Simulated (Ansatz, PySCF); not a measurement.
Gas-phase reaction in SMILES: BrI → I atom + Br atom (the Br-I bond at the site shown breaks; other sites are not compared here)
Each molecule is optimised on its own at B3LYP-D3(BJ)/def2-TZVP (Ansatz, a first-principles code).

Wanted: bond dissociation energy (electronic energy difference), in kJ/mol. Cores are frozen in the correlated levels unless marked. Open shells are spin-unrestricted. Spin-orbit coupling is left out. The frozen core is the preceding noble-gas configuration, with the filled d and f shells of earlier blocks. Past Kr the def2 sets carry scalar-relativistic core potentials. CBS marks a two-point X^-3 extrapolation of the correlation energy; Hartree-Fock from the larger set.

```
level                                        program  bond dissociation energy (kJ/mol)
------------------------------------  --------------  ---------------------------------
PBE-D4/def2-TZVPD                     Ansatz + dftd4                              236.5
BLYP-D4/def2-TZVPD                    Ansatz + dftd4                              216.9
BP86-D4/def2-TZVPD                     PySCF + dftd4                         (withheld)
r2SCAN-D3(BJ)/def2-TZVPD              Ansatz + dftd3                              214.8
PBE0/def2-SVP                                 Ansatz                         (withheld)
PBE0/def2-QZVPP                               Ansatz                              213.8
TPSSh/def2-TZVPD                               PySCF                              216.3
r2SCANh-D4/def2-TZVPD                 Ansatz + dftd4                              207.6
wB97X/def2-TZVPD                              Ansatz                         (withheld)
B2GP-PLYP-D4/def2-TZVPD               Ansatz + dftd4                         (withheld)
CCSD/def2-TZVPP                               Ansatz                              172.3
CCSD/def2-TZVPPD                              Ansatz                              175.6
CCSD(T)/CBS(def2-TZVPPD,def2-QZVPPD)          Ansatz                              210.9
```

Problem. Complete the blanks.

Solution. 
- BP86-D4/def2-TZVPD, bond dissociation energy (kJ/mol): 233.5
- PBE0/def2-SVP, bond dissociation energy (kJ/mol): 197.9
- wB97X/def2-TZVPD, bond dissociation energy (kJ/mol): 194.6
- B2GP-PLYP-D4/def2-TZVPD, bond dissociation energy (kJ/mol): 194.7
